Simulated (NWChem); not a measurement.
System: C₂H₇Sb; SMILES [SbH]([CH3])[CH3]

```xyz
10

Sb    -0.3965     0.0300     0.0000
H     -0.5760    -1.6836     0.0000
C      1.0730     0.0070    -1.6036
H      1.8645    -0.7263    -1.3977
H      1.5175     1.0083    -1.6965
H      0.5786    -0.2461    -2.5523
C      1.0730     0.0070     1.6036
H      1.8645    -0.7263     1.3977
H      0.5786    -0.2461     2.5523
H      1.5175     1.0083     1.6965
```
Atoms are numbered in this order, from 1.

Program: NWChem. The geometry was optimised at PBE0/def2-SVP (def2 core potentials past Kr). B3LYP is NWChem's, with the RPA form of VWN correlation.

Task: Estimate the computed values for B3LYP/STO-3G (all-electron, non-relativistic). Quantities: highest occupied level (eV); orbital gap (eV); dipole (D).

Result: 
```json
{
  "highest occupied level (eV)": "-3.92",
  "orbital gap (eV)": "8.36",
  "dipole (D)": "0.84"
}
```
